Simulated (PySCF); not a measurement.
# LiBr⁻: script and output

Input:

```python
from pyscf import gto, dft

mol = gto.M(
    atom='Li 0 0 0; Br 0 0 2.761',
    basis='x2c-svpall',
    charge=-1,
    spin=1,
    verbose=4,
)
mf = dft.UKS(mol, xc='o3lyp')
mf = mf.sfx2c1e()
mf.kernel()
mf.analyze()
print('orbital energies (hartree):', [e[max(0, n-3):n+3].round(4) for e, n in zip(mf.mo_energy, mol.nelec)])
```

```bash
$ OMP_NUM_THREADS=1 python input.py
```

It prints (some set-up lines and the per-cycle HOMO/LUMO lines with their warnings removed):

```
PySCF version 2.14.0

[INPUT] verbose = 4
[INPUT] num. atoms = 2
[INPUT] num. electrons = 39
[INPUT] charge = -1
[INPUT] spin (= nelec alpha-beta = 2S) = 1
[INPUT] symmetry False subgroup None
[INPUT] Mole.unit = angstrom
[INPUT] Symbol           X                Y                Z      unit          X                Y                Z       unit  Magmom
[INPUT]  1 Li     0.000000000000   0.000000000000   0.000000000000 AA    0.000000000000   0.000000000000   0.000000000000 Bohr   0.0
[INPUT]  2 Br     0.000000000000   0.000000000000   2.761000000000 AA    0.000000000000   0.000000000000   5.217533829924 Bohr   0.0

nuclear repulsion = 20.1244502522999
number of shells = 5
number of NR pGTOs = 90
number of NR cGTOs = 41
basis = x2c-svpall
ecp = {}

******** <class 'pyscf.x2c.sfx2c1e.sfX2C1eUKS'> ********
method = sfX2C1eUKS
initial guess = minao
damping factor = 0
level_shift factor = 0
DIIS = <class 'pyscf.scf.diis.CDIIS'>
diis_start_cycle = 1
diis_space = 8
diis_damp = 0
SCF conv_tol = 1e-09
SCF conv_tol_grad = None
SCF max_cycles = 50
direct_scf = True
direct_scf_tol = 1e-13
number electrons alpha = 20  beta = 19
XC library pyscf.dft.libxc version 7.0.0
    S. Lehtola, C. Steigemann, M. J.T. Oliveira, and M. A.L. Marques.,  SoftwareX 7, 1–5 (2018)
XC functionals = o3lyp
    W.-M. Hoe, A. J. Cohen, and N. C. Handy.,  Chem. Phys. Lett. 341, 319–328 (2001)
    A. J. Cohen and N. C. Handy.,  Mol. Phys. 99, 607 (2001)
radial grids:
    Treutler-Ahlrichs [JCP 102, 346 (1995); DOI:10.1063/1.469408] (M4) radial grids

becke partition: Becke, JCP 88, 2547 (1988); DOI:10.1063/1.454033
pruning grids: <function nwchem_prune>
grids dens level: 3
symmetrized grids: False
atomic radii adjust function: <function treutler_atomic_radii_adjust>
small_rho_cutoff = 0

******** <class 'pyscf.x2c.sfx2c1e.SpinFreeX2CHelper'> ********
approx = 1e
xuncontract = 1
Set gradient conv threshold to 3.16228e-05
tot grids = 34152
init E= -2613.73421350068

cycle= 1 E= -2613.87868100656  delta_E= -0.144  |g|= 0.226  |ddm|= 0.735
cycle= 2 E= -2613.85000766634  delta_E= 0.0287  |g|= 0.344  |ddm|=  1.1
cycle= 3 E= -2613.92558010256  delta_E= -0.0756  |g|= 0.0324  |ddm|= 0.572
cycle= 4 E= -2613.92618824689  delta_E= -0.000608  |g|= 0.0102  |ddm|= 0.0719
cycle= 5 E= -2613.92627011019  delta_E= -8.19e-05  |g|= 0.00274  |ddm|= 0.0225
cycle= 6 E= -2613.92627732969  delta_E= -7.22e-06  |g|= 0.000277  |ddm|= 0.00764
cycle= 7 E= -2613.92627746628  delta_E= -1.37e-07  |g|= 9.85e-05  |ddm|= 0.00201
cycle= 8 E= -2613.92627747986  delta_E= -1.36e-08  |g|= 1.08e-05  |ddm|= 0.000334
cycle= 9 E= -2613.92627748017  delta_E= -3.02e-10  |g|= 1.64e-06  |ddm|= 6.01e-05
Extra cycle  E= -2613.92627748017  delta_E= -4.55e-12  |g|= 5.3e-07  |ddm|= 5.41e-06
converged SCF energy = -2613.92627748017  <S^2> = 0.75027193  2S+1 = 2.0002719
**** SCF Summaries ****
Total Energy =                       -2613.926277480171393
Nuclear Repulsion Energy =              20.124450252299891
One-electron Energy =                -3683.747278862188523
Two-electron Energy =                 1049.696551129717363
Two-electron Coulomb Energy =         1145.279534403868411
DFT Exchange-Correlation Energy =      -95.582983274151118
**** MO energy ****
                             alpha | beta                alpha | beta
[9 lines left out]
MO #10  energy= -2.25576449722894  | -2.25554668323048  occ= 1 | 1
MO #11  energy= -2.25499580248027  | -2.25482113716006  occ= 1 | 1
MO #12  energy= -2.25499580247845  | -2.25482113715824  occ= 1 | 1
MO #13  energy= -2.25278715695892  | -2.25273864901878  occ= 1 | 1
MO #14  energy= -2.25276054003422  | -2.25271201931752  occ= 1 | 1
MO #15  energy= -1.7913867170675   | -1.78758794873292  occ= 1 | 1
MO #16  energy= -0.485091103053618 | -0.484020770812412 occ= 1 | 1
MO #17  energy= -0.0535824092836132 | -0.0524269209613668 occ= 1 | 1
MO #18  energy= -0.0334502686690374 | -0.033033430472993 occ= 1 | 1
MO #19  energy= -0.033450268650088 | -0.033033430454048 occ= 1 | 1
MO #20  energy= 0.0400812959111247 | 0.0821094746496613 occ= 1 | 0
MO #21  energy= 0.153287523424065  | 0.168032232251448  occ= 0 | 0
MO #22  energy= 0.165709219806439  | 0.178864365088585  occ= 0 | 0
MO #23  energy= 0.16570921982276   | 0.178864365104152  occ= 0 | 0
[18 lines left out]

To work with the spin densities directly, `use mulliken_meta_spin()` only printing them here.

 ** Mulliken spin pop alpha/beta on meta-lowdin orthogonal AOs **
 ** Mulliken Spin Density (per AO)  **
 ** Mulliken Spin Density (per atom)  **
spin density of  0 Li =      0.93870
spin density of  1 Br =      0.06130
 ** Mulliken pop alpha/beta on meta-lowdin orthogonal AOs **
 ** Mulliken pop       alpha | beta **
pop of  0 Li 1s        0.99989 | 0.99954
pop of  0 Li 2s        0.85954 | 0.07433
pop of  0 Li 3s        0.05541 | 0.00166
pop of  0 Li 2px       0.00778 | 0.00703
pop of  0 Li 2py       0.00778 | 0.00703
pop of  0 Li 2pz       0.09938 | 0.00641
pop of  0 Li 3px       0.00033 | 0.00039
pop of  0 Li 3py       0.00033 | 0.00039
pop of  0 Li 3pz       0.00730 | 0.00227
pop of  1 Br 1s        1.00000 | 1.00000
pop of  1 Br 2s        1.00000 | 1.00000
pop of  1 Br 3s        0.99996 | 0.99995
[29 lines left out]
In total            20.00000 | 19.00000
 ** Mulliken atomic charges   ( Nelec_alpha | Nelec_beta ) **
charge of  0Li =     -0.13680  (     2.03775      1.09905 )
charge of  1Br =     -0.86320  (    17.96225     17.90095 )
Dipole moment(X, Y, Z, Debye):  0.00000,  0.00000, -6.78958
orbital energies (hartree): [array([-0.0335, -0.0335,  0.0401,  0.1533,  0.1657,  0.1657]), array([-0.0524, -0.033 , -0.033 ,  0.0821,  0.168 ,  0.1789])]
```

In short: E(SCF) = -2613.926277 Eh, 9 cycles, ⟨S²⟩ = 0.750.

Hardware: AMD EPYC 9R14, 1 thread, shared host. Wall time 1.9 s.

The basis has no diffuse functions, which an anion needs. The bond length is a typed value, not an optimised one. The dipole of an ion depends on the origin. No search for the lowest solution was made.
